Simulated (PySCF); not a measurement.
Cl2O2W, triplet (typed; the unrestricted solution is spin-contaminated), at a GFN2-xTB geometry (such geometries of metal compounds can be far from the true shape) (the multiplicity is a formal guess) (core potentials on W), with bond 3-1 at 3.0 times its length; HF/def2-SV(P) run with PySCF.

PySCF was given this input:
```python
from pyscf import gto, scf

mol = gto.Mole()
mol.atom = '''
    W     0.37433821   -0.07415431    0.12270466
    O     1.49271735   -0.62827810   -1.01392940
    O     1.49593453    0.70140119    5.00003938
    Cl   -0.97950147    1.60541944   -0.73627097
    Cl   -1.70452181   -1.07372945   -0.14352742
'''
mol.basis = 'def2-sv(p)'
mol.ecp = {'W': 'def2-sv(p)'}
mol.spin = 2
mol.verbose = 4
mol.build()

mf = scf.UHF(mol)
mf.kernel()
mo_i, mo_e, stable_i, stable_e = mf.stability(internal=True, external=True, return_status=True, nroots=6, tol=1e-6)
print('internally stable:', stable_i, ' externally stable:', stable_e)
if not stable_i:
    umf = mf.copy()
    umf.scf_summary = {}
    umf.kernel(umf.make_rdm1(mo_i, mf.mo_occ))
```

### Question
Write the output that PySCF gives for this input, abridged.

### Answer

```
PySCF version 2.14.0

[INPUT] verbose = 4
[INPUT] num. atoms = 5
[INPUT] num. electrons = 64
[INPUT] charge = 0
[INPUT] spin (= nelec alpha-beta = 2S) = 2
[INPUT] symmetry False subgroup None
[INPUT] Mole.unit = angstrom
[INPUT] Symbol           X                Y                Z      unit          X                Y                Z       unit  Magmom
[...]
nuclear repulsion = 280.526381255799
number of shells = 39
number of NR pGTOs = 170
number of NR cGTOs = 89
basis = def2-sv(p)
ecp = {'W': 'def2-sv(p)'}

******** <class 'pyscf.scf.uhf.UHF'> ********
method = UHF
initial guess = minao
damping factor = 0
level_shift factor = 0
DIIS = <class 'pyscf.scf.diis.CDIIS'>
diis_start_cycle = 1
diis_space = 8
diis_damp = 0
SCF conv_tol = 1e-09
SCF conv_tol_grad = None
SCF max_cycles = 50
direct_scf = True
direct_scf_tol = 1e-13
number electrons alpha = 33  beta = 31
Set gradient conv threshold to 3.16228e-05
init E= -1121.15163279488

cycle= 1 E= -1134.01176152167  delta_E= -12.9  |g|=  0.9  |ddm|= 5.31

cycle= 2 E= -1125.09882107957  delta_E= 8.91  |g|= 2.45  |ddm|= 3.69
cycle= 3 E= -1134.18472557837  delta_E= -9.09  |g|= 0.621  |ddm|= 3.49
cycle= 4 E= -1134.29585886861  delta_E= -0.111  |g|= 0.37  |ddm|= 0.281
cycle= 5 E= -1134.35493145792  delta_E= -0.0591  |g|= 0.169  |ddm|= 0.326
cycle= 6 E= -1134.40235478021  delta_E= -0.0474  |g|= 0.154  |ddm|= 0.679
cycle= 7 E= -1134.43561947165  delta_E= -0.0333  |g|= 0.233  |ddm|= 0.39
cycle= 8 E= -1134.38856140402  delta_E= 0.0471  |g|= 0.225  |ddm|= 0.44
cycle= 9 E= -1134.39061390544  delta_E= -0.00205  |g|= 0.203  |ddm|= 0.111
cycle= 10 E= -1134.42251884788  delta_E= -0.0319  |g|= 0.0834  |ddm|= 0.428
cycle= 11 E= -1134.41149149312  delta_E= 0.011  |g|= 0.0683  |ddm|= 0.241
cycle= 12 E= -1134.41120898457  delta_E= 0.000283  |g|= 0.0353  |ddm|= 0.0948
cycle= 13 E= -1134.41164460739  delta_E= -0.000436  |g|= 0.0097  |ddm|= 0.0548
cycle= 14 E= -1134.41194418616  delta_E= -0.0003  |g|= 0.00831  |ddm|= 0.0303
cycle= 15 E= -1134.41253873979  delta_E= -0.000595  |g|= 0.0119  |ddm|= 0.061
cycle= 16 E= -1134.41301349301  delta_E= -0.000475  |g|= 0.0064  |ddm|= 0.0644
cycle= 17 E= -1134.41331170093  delta_E= -0.000298  |g|= 0.00541  |ddm|= 0.0604
cycle= 18 E= -1134.41341647001  delta_E= -0.000105  |g|= 0.00292  |ddm|= 0.0325
cycle= 19 E= -1134.41347261761  delta_E= -5.61e-05  |g|= 0.00205  |ddm|= 0.0235
cycle= 20 E= -1134.41349519135  delta_E= -2.26e-05  |g|= 0.00158  |ddm|= 0.0165
cycle= 21 E= -1134.4134998111  delta_E= -4.62e-06  |g|= 0.00153  |ddm|= 0.00295
cycle= 22 E= -1134.41349514264  delta_E= 4.67e-06  |g|= 0.00154  |ddm|= 0.00327
cycle= 23 E= -1134.4134968995  delta_E= -1.76e-06  |g|= 0.00208  |ddm|= 0.00719
cycle= 24 E= -1134.41348018696  delta_E= 1.67e-05  |g|= 0.00121  |ddm|= 0.0118
cycle= 25 E= -1134.41347534917  delta_E= 4.84e-06  |g|= 0.00091  |ddm|= 0.0091
cycle= 26 E= -1134.41347368307  delta_E= 1.67e-06  |g|= 0.000565  |ddm|= 0.00908
cycle= 27 E= -1134.41347456856  delta_E= -8.85e-07  |g|= 0.000317  |ddm|= 0.00346
cycle= 28 E= -1134.41347509779  delta_E= -5.29e-07  |g|= 0.000249  |ddm|= 0.00187
cycle= 29 E= -1134.41347551862  delta_E= -4.21e-07  |g|= 0.000248  |ddm|= 0.00241
cycle= 30 E= -1134.41347579448  delta_E= -2.76e-07  |g|= 0.000176  |ddm|= 0.00131
cycle= 31 E= -1134.41347588576  delta_E= -9.13e-08  |g|= 0.000152  |ddm|= 0.000703
cycle= 32 E= -1134.41347606034  delta_E= -1.75e-07  |g|= 0.000168  |ddm|= 0.000958
cycle= 33 E= -1134.41347609208  delta_E= -3.17e-08  |g|= 0.000187  |ddm|= 0.000212
cycle= 34 E= -1134.41347607823  delta_E= 1.38e-08  |g|= 0.000151  |ddm|= 0.00041
cycle= 35 E= -1134.41347622068  delta_E= -1.42e-07  |g|= 0.000125  |ddm|= 0.000909
cycle= 36 E= -1134.41347638653  delta_E= -1.66e-07  |g|= 0.000104  |ddm|= 0.00133
cycle= 37 E= -1134.41347643626  delta_E= -4.97e-08  |g|= 9.86e-05  |ddm|= 0.000432
cycle= 38 E= -1134.4134764428  delta_E= -6.54e-09  |g|= 0.0001  |ddm|= 0.000143
cycle= 39 E= -1134.41347640266  delta_E= 4.01e-08  |g|= 0.0001  |ddm|= 0.00044
[...]
SCF not converged.
<class 'pyscf.scf.uhf.UHF'> wavefunction has an internal instability
<class 'pyscf.scf.uhf.UHF'> wavefunction has an real -> complex instability
<class 'pyscf.scf.uhf.UHF'> wavefunction has an UHF/UKS -> GHF/GKS instability
internally stable: False  externally stable: False
[...]
cycle= 3 E= -1134.60690363347  delta_E= -0.00304  |g|= 0.0322  |ddm|= 0.0837
cycle= 4 E= -1134.60982247187  delta_E= -0.00292  |g|= 0.0219  |ddm|= 0.123
cycle= 5 E= -1134.61207282427  delta_E= -0.00225  |g|= 0.0178  |ddm|= 0.115
cycle= 6 E= -1134.61445857363  delta_E= -0.00239  |g|= 0.0126  |ddm|= 0.152
cycle= 7 E= -1134.61574518418  delta_E= -0.00129  |g|= 0.00982  |ddm|= 0.11
cycle= 8 E= -1134.61698849771  delta_E= -0.00124  |g|= 0.00639  |ddm|= 0.142
cycle= 9 E= -1134.61757330899  delta_E= -0.000585  |g|= 0.00408  |ddm|= 0.111
cycle= 10 E= -1134.61772094774  delta_E= -0.000148  |g|= 0.00279  |ddm|= 0.0435
cycle= 11 E= -1134.617796481  delta_E= -7.55e-05  |g|= 0.00192  |ddm|= 0.041
cycle= 12 E= -1134.61782433271  delta_E= -2.79e-05  |g|= 0.00127  |ddm|= 0.0198
cycle= 13 E= -1134.61783300072  delta_E= -8.67e-06  |g|= 0.00104  |ddm|= 0.01
cycle= 14 E= -1134.6178361955  delta_E= -3.19e-06  |g|= 0.00074  |ddm|= 0.00484
cycle= 15 E= -1134.61784054418  delta_E= -4.35e-06  |g|= 0.000464  |ddm|= 0.00694
cycle= 16 E= -1134.61784194165  delta_E= -1.4e-06  |g|= 0.000292  |ddm|= 0.00342
cycle= 17 E= -1134.61784249194  delta_E= -5.5e-07  |g|= 0.000204  |ddm|= 0.00202
cycle= 18 E= -1134.61784284193  delta_E= -3.5e-07  |g|= 0.000117  |ddm|= 0.00201
cycle= 19 E= -1134.61784295225  delta_E= -1.1e-07  |g|= 6.96e-05  |ddm|= 0.0012
cycle= 20 E= -1134.61784298055  delta_E= -2.83e-08  |g|= 5.33e-05  |ddm|= 0.000611
cycle= 21 E= -1134.61784299306  delta_E= -1.25e-08  |g|= 4.85e-05  |ddm|= 0.00025
cycle= 22 E= -1134.6178430028  delta_E= -9.74e-09  |g|= 4.7e-05  |ddm|= 0.00014
cycle= 23 E= -1134.61784301271  delta_E= -9.9e-09  |g|= 4.64e-05  |ddm|= 0.000119
cycle= 24 E= -1134.61784302159  delta_E= -8.88e-09  |g|= 4.61e-05  |ddm|= 0.000111
cycle= 25 E= -1134.61784303308  delta_E= -1.15e-08  |g|= 4.58e-05  |ddm|= 0.00014
cycle= 26 E= -1134.6178430458  delta_E= -1.27e-08  |g|= 4.57e-05  |ddm|= 0.000155
cycle= 27 E= -1134.61784305414  delta_E= -8.35e-09  |g|= 4.57e-05  |ddm|= 9.78e-05
cycle= 28 E= -1134.61784305234  delta_E= 1.8e-09  |g|= 4.56e-05  |ddm|= 2.07e-05
cycle= 29 E= -1134.61784304132  delta_E= 1.1e-08  |g|= 4.55e-05  |ddm|= 0.000127
cycle= 30 E= -1134.61784302792  delta_E= 1.34e-08  |g|= 4.54e-05  |ddm|= 0.000155
cycle= 31 E= -1134.61784301591  delta_E= 1.2e-08  |g|= 4.53e-05  |ddm|= 0.000139
cycle= 32 E= -1134.61784300014  delta_E= 1.58e-08  |g|= 4.51e-05  |ddm|= 0.000182
cycle= 33 E= -1134.61784298742  delta_E= 1.27e-08  |g|= 4.49e-05  |ddm|= 0.000153
cycle= 34 E= -1134.61784294471  delta_E= 4.27e-08  |g|= 4.44e-05  |ddm|= 0.000497
cycle= 35 E= -1134.61784285153  delta_E= 9.32e-08  |g|= 4.3e-05  |ddm|= 0.00112
cycle= 36 E= -1134.61784274284  delta_E= 1.09e-07  |g|= 4.18e-05  |ddm|= 0.00134
cycle= 37 E= -1134.61784266742  delta_E= 7.54e-08  |g|= 4.1e-05  |ddm|= 0.000962
cycle= 38 E= -1134.61784258844  delta_E= 7.9e-08  |g|= 3.99e-05  |ddm|= 0.00104
cycle= 39 E= -1134.61784242621  delta_E= 1.62e-07  |g|= 3.76e-05  |ddm|= 0.00227
cycle= 40 E= -1134.61784223679  delta_E= 1.89e-07  |g|= 3.48e-05  |ddm|= 0.00293
cycle= 41 E= -1134.61784197527  delta_E= 2.62e-07  |g|= 3.01e-05  |ddm|= 0.00483
cycle= 42 E= -1134.61784181192  delta_E= 1.63e-07  |g|= 2.62e-05  |ddm|= 0.00383
cycle= 43 E= -1134.61784166263  delta_E= 1.49e-07  |g|= 2.75e-05  |ddm|= 0.00464
cycle= 44 E= -1134.61784164977  delta_E= 1.29e-08  |g|= 2.11e-05  |ddm|= 0.000529
cycle= 45 E= -1134.61784157585  delta_E= 7.39e-08  |g|= 1.76e-05  |ddm|= 0.00371
cycle= 46 E= -1134.61784156489  delta_E= 1.1e-08  |g|= 1.28e-05  |ddm|= 0.00079
cycle= 47 E= -1134.61784155314  delta_E= 1.18e-08  |g|= 9.53e-06  |ddm|= 0.00101
cycle= 48 E= -1134.61784154436  delta_E= 8.78e-09  |g|= 7.71e-06  |ddm|= 0.000998
cycle= 49 E= -1134.61784153703  delta_E= 7.33e-09  |g|= 6.28e-06  |ddm|= 0.00121
cycle= 50 E= -1134.6178415343  delta_E= 2.72e-09  |g|= 4.37e-06  |ddm|= 0.000802
SCF not converged.
SCF energy = -1134.6178415343 after 50 cycles  <S^2> = 2.7906246  2S+1 = 3.4874773
```

The run did not converge; its last values are not results.
